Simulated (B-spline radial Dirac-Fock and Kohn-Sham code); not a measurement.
## Atomic SCF run for Gd⁵⁺

ΔSCF core binding energies without Breit or QED terms, calculated with a B-spline atomic structure program. Keys: rel is the Hamiltonian (dirac, or spin-free x2c and nr, where L3 and M5 stand for the whole 2p and 3d shells), method is hf or an exchange,correlation pair (spin-unpolarised, also for the hole states), nuc the nuclear model, radius_factor scales its radius, rmax is the box in bohr, h the logarithmic mesh step, order the B-spline order, points the quadrature points per cell, c_factor scales the speed of light, and damp, ndamp, maxit and tol steer the iteration. The run stops when the commutator error falls below 10·tol·max(1, Z/10), or the numerical noise floor, and the energy has settled to about 1e-8 Ha; the virial ratio is −V/T.

Input (task.json):

```json
{"items": [{"Z": 64, "q": 5, "cfg": [[1, 0, 2], [2, 0, 2], [2, 1, 6], [3, 0, 2], [3, 1, 6], [3, 2, 10], [4, 0, 2], [4, 1, 6], [4, 2, 10], [4, 3, 6], [5, 0, 2], [5, 1, 5]], "A": 158, "rrms": 5.1569, "do": "settings", "holes": ["K", "L3", "M5"],
  "settings": [{"rel": "dirac", "method": "hf", "nuc": "fermi", "radius_factor": 1.0, "rmax": 45.0, "h": 0.3, "order": 8, "points": 10, "c_factor": 0.3692, "maxit": 99, "damp": 0.5, "ndamp": 3, "tol": 1e-08}]}]}
```

Command: `python xray2_run.py task.json out`

Ground-state iterations:

```
iter   energy (Ha)        error
   1   -13321.90538999  8.72e+00
   2   -13358.28747090  9.71e-01
   3   -13361.38197889  4.11e-01
   4   -13361.81462977  1.63e-01
   5   -13361.88168572  3.99e-02
   6   -13361.88650916  6.49e-03
   7   -13361.88676803  3.97e-03
   8   -13361.88697123  2.92e-04
   9   -13361.88697217  1.78e-05
  10   -13361.88697217  2.87e-06
  11   -13361.88697217  4.16e-08
```

The ground state converged in 11 iterations, with total energy -13361.88697 Ha, virial ratio 1.30969 and highest orbital energy -57.33 eV. ΔSCF binding energies: K (1s) 52984.6 eV, L3 (2p3/2) 7549.3 eV, M5 (3d5/2) 1113.9 eV.

Task: One setting is unsound. Which, and why?

Result: c_factor makes c so small that Zα exceeds 1, so any numbers that come out have no meaning. With the default settings (Dirac Hartree-Fock): The ground state converged in 11 iterations, with total energy -11268.76409 Ha, virial ratio 1.91720 and highest orbital energy -81.89 eV. ΔSCF binding energies: K (1s) 50532.0 eV, L3 (2p3/2) 7339.8 eV, M5 (3d5/2) 1268.8 eV.
